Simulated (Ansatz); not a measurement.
The same path of Cl3HHfO + H (7 atoms, charge 0, multiplicity 2) was run 3 times with different band settings. Lost on the way: Hf1–Cl2. Made: Cl2–H7.

The calculation used Ansatz 0.2.0, UHF/def2-SVP.

Relaxed end points:

```xyz
7
Properties=species:S:1:pos:R:3
Hf -0.035 -0.106 -0.243
Cl 0.125 -0.003 2.125
Cl 2.119 0.134 -1.209
O -1.144 1.302 -0.851
H -1.694 2.003 -1.151
Cl -0.990 -2.179 -0.897
H -0.099 -0.059 6.156
```

```xyz
7
Properties=species:S:1:pos:R:3
Hf -0.112 -0.309 -0.540
Cl -0.513 0.361 3.502
Cl 2.001 -0.232 0.623
O -1.213 1.253 -0.599
H -1.768 2.011 -0.612
Cl -0.844 -2.284 -1.676
H 0.730 0.292 3.232
```

Common settings: movable images 9; climbing image yes; spring 5.0 eV/Å²; optimiser quadratic models (default); force threshold 0.05 eV/Å; end points relaxed.

| run | start path | iteration limit |
| --- | --- | --- |
| 1 | through a guess of the saddle point | 57 |
| 2 | straight line | 47 |
| 3 | straight line | 45 |

(1) What does each run give, and how far can it be trusted?

## Answers

(1) Run 1: converged after 41 iterations, highest image 1.786 eV above the first end. Neighbouring images differ by up to 1.7 eV, so the band resolves the path poorly. A vibrational analysis at the climbing image gives one clearly imaginary mode, 3600i cm⁻¹: a first-order saddle point.
Run 2: converged after 19 iterations, highest image 1.786 eV above the first end. Neighbouring images differ by up to 1.7 eV, so the band resolves the path poorly. Another band between the same ends (9 images) ends at a top of the same energy, where a vibrational analysis finds 1 clearly imaginary mode.
Run 3: converged after 19 iterations, highest image 1.786 eV above the first end. Neighbouring images differ by up to 1.7 eV, so the band resolves the path poorly. Another band between the same ends (9 images) ends at a top of the same energy, where a vibrational analysis finds 1 clearly imaginary mode.
